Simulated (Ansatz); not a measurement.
CH5FSeSi2 (`F[Si@H]1C[Si@@H]1[SeH]`), charge 0, multiplicity 1.

Give a relaxed structure at PBE0-D4/def2-TZVP (the Gaussian-basis code of Ansatz). (An estimate is asked.)

Computed: 
Z-matrix (Å, degrees):
```
Si
C 1 1.872
Si 1 2.238 2 54.7
F 1 1.598 2 118.5 3 115.6
H 1 1.481 2 115.9 3 -112.3
H 2 1.089 1 117.7 3 116.7
H 2 1.091 1 118.2 3 -106.0
Se 3 2.272 1 126.8 2 -104.7
H 3 1.482 1 123.3 2 95.1
H 8 1.469 3 93.1 1 2.7
```
This is one stationary point; other conformers may exist.
